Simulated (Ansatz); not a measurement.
Ge₁₉PH₂₈⁺, a doped nanocrystal cut from the lattice of germanium (P on a surface site). Total charge 1; singlet. Geometry PBE-D4/def2-SVP; atoms count from 1.

```xyz
48

Ge    2.6015    3.6448    0.8012
Ge    2.4323   -3.0432    2.4895
Ge   -2.0967   -2.9898    1.7560
P    -1.2015    3.5243   -0.0142
Ge   -3.5009    0.4718    0.4288
Ge    0.3375    0.1964    1.2851
Ge    3.1471    0.2760   -1.5122
Ge    0.6697   -2.8602   -1.1939
Ge   -0.8333    0.6110   -2.5014
Ge   -3.2038   -2.6096   -2.0915
Ge    2.1798   -0.6171    2.6927
Ge    0.4552    2.6422    1.4488
Ge    3.5524    2.6728   -1.2344
Ge   -1.8931   -0.5565    1.9695
Ge    2.4661   -3.8219    0.1707
Ge   -1.5767   -3.6071   -0.5541
Ge   -3.3950    2.9118    0.6417
Ge   -0.7948    3.0533   -2.2975
Ge   -3.0824   -0.1661   -1.9026
Ge    0.8406   -0.4120   -1.0355
H     2.3785    5.1769    0.6462
H     3.5178    3.3843    2.0280
H     3.7632   -3.4443    3.1847
H     1.2480   -3.6967    3.2525
H    -3.5526   -3.3951    2.1148
H    -1.1095   -3.6702    2.7423
H    -1.1385    4.9516    0.0990
H    -4.9651    0.1062    0.8192
H     4.0576   -0.5225   -0.5371
H     3.5020   -0.1261   -2.9712
H     0.8968   -3.2430   -2.6893
H    -0.5290    0.3320   -4.0036
H    -4.6542   -3.0491   -1.7498
H    -2.8697   -2.9986   -3.5576
H     1.9055   -0.1824    4.1597
H     3.4538    0.1219    2.1883
H    -0.0818    3.1996    2.8041
H     5.0802    2.9520   -1.2059
H     2.9339    3.4238   -2.4460
H    -2.1813   -0.0424    3.4127
H     2.3403   -5.3704    0.1456
H     3.8179   -3.4158   -0.4792
H    -1.6384   -5.1578   -0.6914
H    -3.4777    3.4832    2.0823
H    -4.2966    3.7267   -0.3246
H    -1.9442    3.8118   -3.0137
H     0.5625    3.7616   -2.5501
H    -4.1235    0.5616   -2.8065
```

Single mean-field runs in def2-TZVP are fitted with def2-universal-jkfit.

Q: Estimate the Mulliken populations of the heavy atoms from the PBE0/def2-TZVP orbitals of Ansatz.

A: 
| atom | charge (e) |
| --- | --- |
| Ge1 | -0.03 |
| Ge2 | -0.05 |
| Ge3 | 0.01 |
| P4 | -0.23 |
| Ge5 | -0.10 |
| Ge6 | -0.31 |
| Ge7 | 0.03 |
| Ge8 | -0.01 |
| Ge9 | 0.01 |
| Ge10 | 0.05 |
| Ge11 | 0.03 |
| Ge12 | 0.10 |
| Ge13 | -0.07 |
| Ge14 | 0.01 |
| Ge15 | -0.02 |
| Ge16 | -0.11 |
| Ge17 | 0.11 |
| Ge18 | 0.07 |
| Ge19 | -0.09 |
| Ge20 | -0.30 |
Mulliken values and Mayer orders depend strongly on the basis.

Q: And the Mayer bond orders between bonded heavy atoms (over 0.3)?

A: Ge1–Ge12 0.82 (2.46 Å); Ge1–Ge13 0.86 (2.45 Å); Ge2–Ge11 0.85 (2.45 Å); Ge2–Ge15 0.85 (2.45 Å); Ge3–Ge14 0.84 (2.45 Å); Ge3–Ge16 0.85 (2.45 Å); P4–Ge12 0.79 (2.38 Å); P4–Ge17 0.79 (2.37 Å); P4–Ge18 0.81 (2.37 Å); Ge5–Ge14 0.83 (2.45 Å); Ge5–Ge17 0.86 (2.45 Å); Ge5–Ge19 0.84 (2.45 Å); Ge6–Ge11 0.83 (2.46 Å); Ge6–Ge12 0.86 (2.45 Å); Ge6–Ge14 0.83 (2.45 Å); Ge6–Ge20 0.84 (2.45 Å); Ge7–Ge13 0.85 (2.45 Å); Ge7–Ge20 0.84 (2.45 Å); Ge8–Ge15 0.84 (2.45 Å); Ge8–Ge16 0.84 (2.45 Å); Ge8–Ge20 0.84 (2.46 Å); Ge9–Ge18 0.85 (2.45 Å); Ge9–Ge19 0.83 (2.45 Å); Ge9–Ge20 0.85 (2.45 Å); Ge10–Ge16 0.85 (2.45 Å); Ge10–Ge19 0.85 (2.45 Å).
